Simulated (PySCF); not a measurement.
CH2NO, SMILES [NH]C=O, multiplicity 2.

Coordinates come from a PBE0-D3(BJ)/def2-TZVP optimisation. The geometry has at least one imaginary mode, so it is a saddle point at that level. The isomer is the one that the SMILES or the coordinates give; other isomers of the formula were not compared. The values are those of a single conformer.

Computed with TDA-PBE0/def2-SVPD (PySCF).

Vertical excitations. Isolated molecule, no solvent.

| state | energy (eV) | λ (nm) | f | main pairs |
|---|---|---|---|---|
| root 1 | 0.30 | 4119 | 0.000 | β HOMO→LUMO 99 % |
| root 2 | 2.13 | 582 | 0.042 | α HOMO→LUMO 5 %, β HOMO−1→LUMO 87 % |
| root 3 | 4.71 | 263 | 0.000 | β HOMO−2→LUMO 98 % |
| root 4 | 4.98 | 249 | 0.001 | α HOMO→LUMO 45 %, β HOMO→LUMO+1 53 % |
| root 5 | 5.75 | 215 | 0.010 | β HOMO−3→LUMO 85 % |
| root 6 | 6.13 | 202 | 0.001 | β HOMO−1→LUMO+1 94 % |
| root 7 | 6.83 | 181 | 0.004 | β HOMO−4→LUMO 88 % |
| root 8 | 6.92 | 179 | 0.002 | α HOMO−1→LUMO 95 % |
| root 9 | 7.90 | 157 | 0.002 | α HOMO→LUMO+2 8 %, β HOMO→LUMO+3 63 %, β HOMO→LUMO+2 23 % |
| root 10 | 8.02 | 155 | 0.002 | α HOMO−2→LUMO 93 % |
Unrestricted roots are not spin-pure.
